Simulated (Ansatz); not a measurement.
`[CH3][GeH2][GeH3]` + H–F → `[F][GeH2][GeH3]` + CH₄ at 600 K and 1 bar (ligand exchange at a Ge–C bond).

Program: Ansatz. Geometries: PBE0-D4/def2-TZVP. ΔE: electronic, gas phase. CBS: MP2 limit from def2 TZ/QZ plus the TZ coupled-cluster correction, frozen cores. This one scheme is used for every species. For Ge outer-core shells are correlated without core-valence functions, which leaves a few kJ/mol of doubt a bond. Scalar relativity is left out up to krypton.

| species | CCSD(T)/CBS energy (Eh) | H − E (kJ/mol) | S (J/(mol·K)) |
| --- | --- | --- | --- |
| `[CH3][GeH2][GeH3]` | -4195.09161 | 261.7 | 450.6 |
| H–F | -100.39570 | 42.3 | 194.0 |
| `[F][GeH2][GeH3]` | -4255.04883 | 161.7 | 417.7 |
| CH₄ | -40.46206 | 140.4 | 215.7 |

H − E and S are ideal-gas, rigid-rotor, harmonic terms from PBE0-D4/def2-TZVP. 1 Eh = 2625.50 kJ/mol, R = 8.31446 J/(mol·K).

**Question.** By hand: ΔE, ΔH, ΔS and ΔG.

**Answer.** ΔE = (-4255.04883) + (-40.46206) − (-4195.09161) − (-100.39570) = -0.02358 Eh = -61.9 kJ/mol. Δ(H − E) = 161.7 + 140.4 − 261.7 − 42.3 = -1.9, so ΔH = -63.8 kJ/mol. ΔS = 417.7 + 215.7 − 450.6 − 194.0 = -11.2 J/(mol·K). ΔG = -63.8 − 600 × (-11.2)/1000 = -57.1 kJ/mol.

**Question.** By hand: the equilibrium constant, and the temperature at which ΔG would vanish if ΔH and ΔS stayed fixed.

**Answer.** log₁₀ K = −ΔG/(RT ln 10) = 5.0. ΔG = 0 at ΔH/ΔS = 5696 K, far beyond where these terms or the molecules hold.

The number of gas molecules stays the same, so ΔS is small and ΔH decides. A doubt of 5 kJ/mol in ΔE shifts log₁₀ K by 0.4 here. These are equilibria of isolated gas molecules and say nothing of rates. Largest T1 diagnostic: 0.012 (customary marks: 0.02 for closed shells, 0.045 for open ones).
